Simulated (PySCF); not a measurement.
C2H6GeO3, SMILES C[C](=O)[GeH]([OH])[OH].

Geometry optimised at PBE0-D3(BJ)/def2-SVP. The structure was generated by enumeration, and PubChem lists no compound with its InChIKey, so it may never have been made. The values are those of a single conformer.

Two levels are set side by side: PBE/def2-TZVP (PySCF) and r2SCAN/def2-TZVP (PySCF). Same geometry, gas phase. Differences are taken from unrounded values.

```csv
quantity,r2SCAN,PBE,PBE minus r2SCAN
orbital gap (eV),3.56,3.10,-0.45
highest occupied level (eV),-5.78,-5.52,0.26
lowest empty level (eV),-2.22,-2.42,-0.20
dipole moment (D),1.61,1.53,-0.07
mean polarisability (bohr³),63.4,65.6,2.2
```

Rough cost on one machine, each run with all the roots and properties that it gave: r2SCAN against PBE about 3 times.
